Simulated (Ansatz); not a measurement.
**Worked example: HI + CuI → I2 + CuH**

Species: HI (hydrogen iodide), singlet; CuI, singlet; I2 (iodine), singlet; CuH, singlet. The partners trade H for I: I–H and Cu–I bonds give way to I–I and Cu–H.

Shapes, held fixed at every level: PBE0-D4/def2-TZVP. Programs: Ansatz 0.2.0. The zero-point and thermal change to 298 K, harmonic and unscaled (PBE0-D4/def2-TZVP), is -3.0 kJ/mol.

At wB97X-V/def2-TZVPP; 1 Eh = 2625.50 kJ/mol:

```
species   energy (Eh)
     HI   -298.293565
    CuI  -1938.102408
     I2   -595.406222
    CuH  -1640.922137
```

Problem. Work out ΔH(298 K) of the reaction at this level.

Solution. 
1. Products less reactants: (-595.406222) + (-1640.922137) − [(-298.293565) + (-1938.102408)] = 0.067614 Eh = +177.5 kJ/mol.
2. With the thermal change: +177.5 + (-3.0) = +174.5 kJ/mol.

Other levels give +139.9 (PBE-D4/def2-TZVPP) to +224.6 kJ/mol (HF/def2-TZVPP). No measured value is set beside it here. For atoms past krypton def2 sets carry core potentials with scalar relativity. Relativity is left out for Cu.
